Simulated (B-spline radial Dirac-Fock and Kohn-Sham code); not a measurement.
# X-ray scattering factor of Cs²³⁺

System: the Cs²³⁺ ion, configuration 1s2 2s2 2p6 3s2 3p6 3d10 4s2 4p2.

Input of the calculation (task.json; shells as n, l, electrons):

```json
{"items": [{
  "Z": 55,
  "q": 23,
  "cfg": [[1, 0, 2], [2, 0, 2], [2, 1, 6], [3, 0, 2], [3, 1, 6], [3, 2, 10], [4, 0, 2], [4, 1, 2]],
  "A": 133,
  "rrms": 4.8041,
  "do": ["scatter"],
  "s": [0.0, 0.05, 0.06, 0.07, 0.09, 0.11, 0.13, 0.16, 0.2, 0.24, 0.3, 0.36, 0.44, 0.54, 0.66, 0.81, 0.99, 1.21, 1.48, 1.81, 2.22, 2.72, 3.32],
  "pz": [0, 0.1, 0.2, 0.3, 0.4, 0.5, 0.6, 0.8, 1.0, 1.2, 1.4, 1.6, 1.8, 2.0, 2.5, 3.0, 4.0, 5.0, 7.0, 10.0, 15.0, 20.0, 30.0, 40.0, 60.0, 100.0],
  "hv_scatter": [2000, 5000, 10000, 17479.3, 20000, 30000, 50000, 100000]
}]}
```

Run with: `python xray_run.py task.json out`

These are calculated numbers from a B-spline atomic structure program; the model is relativistic Hartree-Fock (Dirac-Fock) wave functions, averaged over the configuration. f₀ is the Fourier transform of the spherical electron density, S the Waller-Hartree incoherent function, and s = sin θ/λ.

```csv
s (Å⁻¹),f₀,S
0,32.000,0.000
0.05,31.935,0.071
0.06,31.907,0.102
0.07,31.873,0.139
0.09,31.791,0.229
0.11,31.688,0.339
0.13,31.566,0.470
0.16,31.348,0.702
0.2,30.994,1.072
0.24,30.572,1.501
0.3,29.828,2.232
0.36,28.972,3.034
0.44,27.698,4.155
0.54,25.976,5.557
0.66,23.855,7.154
0.81,21.298,8.985
0.99,18.528,10.983
1.21,15.624,13.198
1.48,12.674,15.594
1.81,9.850,18.084
2.22,7.469,20.619
2.72,5.878,23.003
3.32,4.902,25.079
```

f₀ starts at the number of electrons, 32, and has fallen to half at s ≈ 1.18 Å⁻¹. The sum of ⟨r²⟩ over the electrons is 3.532 bohr².
